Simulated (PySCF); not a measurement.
C2H9FOSi2, SMILES [SiH2](CO[SiH2]F)C. Geometry optimised at PBE-D3(BJ)/def2-SVP. This is a generated structure with no PubChem entry under its InChIKey; it may be hypothetical. Other conformers were not sampled.

Problem. Give the equilibrium geometry at PBE-D3(BJ)/def2-SVP (PySCF confirms it by a frequency run) as bond lengths and angles. (An estimate is asked for; the answer gives what the named calculation found.)

Solution. Several could match; the one computed here: 
Atoms: C1 Si2 C3 O4 Si5 F6 H7 H8 H9 H10 H11 H12 H13 H14 H15. Bond lengths (Å): C1–Si2 1.885, C1–H7 1.109, C1–H8 1.108, C1–H9 1.109, Si2–C3 1.912, Si2–H10 1.509, Si2–H11 1.506, C3–O4 1.436, C3–H12 1.115, C3–H13 1.116, O4–Si5 1.665, Si5–F6 1.638, Si5–H14 1.501, Si5–H15 1.492. Bond angles (°): Si2–C1–H7 110.9, Si2–C1–H8 111.8, Si2–C1–H9 109.1, H7–C1–H8 108.3, H7–C1–H9 108.1, H8–C1–H9 108.6, C1–Si2–C3 109.2, C1–Si2–H10 111.8, C1–Si2–H11 110.8, C3–Si2–H10 108.0, C3–Si2–H11 108.5, H10–Si2–H11 108.5, Si2–C3–O4 108.0, Si2–C3–H12 110.0, Si2–C3–H13 110.6, O4–C3–H12 110.5, O4–C3–H13 111.4, H12–C3–H13 106.5, C3–O4–Si5 123.1, O4–Si5–F6 110.7, O4–Si5–H14 110.4, O4–Si5–H15 106.0, F6–Si5–H14 106.4, F6–Si5–H15 108.7, H14–Si5–H15 114.6.
